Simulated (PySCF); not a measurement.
**Splitting trees**

Structure with atom numbers: `[O:1]=[C:2]([C:3]1=[O+:4][BH2-:5][O:6][CH:7]=[CH:8]1)[C:9]([F:10])([F:11])[F:12]`. Hydrogens are named by the atom that carries them.

Computational details: PBE0-D3(BJ)/def2-SVP geometry, J couplings at B3LYP/pcJ-1 (spin–dipole term only in couplings to heteroatoms), PBE0/pcSseg-1 with gauge-including orbitals, in PySCF 2.14 (fast rotation and ring inversion assumed for equivalent nuclei, one conformer, no solvent model, non-relativistic Hamiltonian).

δ = σ(ref) − σ, references computed at the same level: ¹H, ¹³C against TMS.

Spectrometer: 500 MHz for ¹H. First-order analysis; couplings under 1 Hz (under 4 Hz in carbon signals) are ignored, and nearly equal couplings are merged; the smaller ones broaden or split the lines further.

Question: What pattern does H(C8) show (¹H)?

Answer: A doublet at δ 5.77: 3.8 Hz to H(C7) (1 × ¹H, 3 bonds away). Lines in Hz from the centre (relative intensity): +1.9 (1), -1.9 (1). The outer lines are 3.8 Hz apart, the sum of the couplings kept, or 0.008 ppm at this field.

Question: What pattern does C8 show in the proton-coupled ¹³C spectrum?

Answer: A doublet of doublets at δ 98.4: 190.6 Hz to H(C8) (1 × ¹H, 1 bond away), 14.6 Hz to H(C7) (1 × ¹H, 2 bonds away). Lines in Hz from the centre (relative intensity): +102.6 (1), +88.0 (1), -88.0 (1), -102.6 (1). The outer lines are 205.2 Hz apart, the sum of the couplings kept, or 1.632 ppm at this field.

Question: What pattern does C2 show in the proton-coupled ¹³C spectrum?

Answer: A quartet at δ 186.9: 41.0 Hz to F10/F11/F12 (3 × ¹⁹F, 2 bonds away). Lines in Hz from the centre (relative intensity): +61.5 (1), +20.5 (3), -20.5 (3), -61.5 (1). The outer lines are 123.0 Hz apart, the sum of the couplings kept, or 0.978 ppm at this field.

Question: What pattern does H(C7) show (¹H)?

Answer: A doublet at δ 7.82: 3.8 Hz to H(C8) (1 × ¹H, 3 bonds away). Lines in Hz from the centre (relative intensity): +1.9 (1), -1.9 (1). The outer lines are 3.8 Hz apart, the sum of the couplings kept, or 0.008 ppm at this field.

Hydrogens on boron are broadened and split by ¹¹B (spin 3/2, 80 %) and 10B (spin 3). Unscaled 3J(H,H) at this level run about 10 % above measured values.
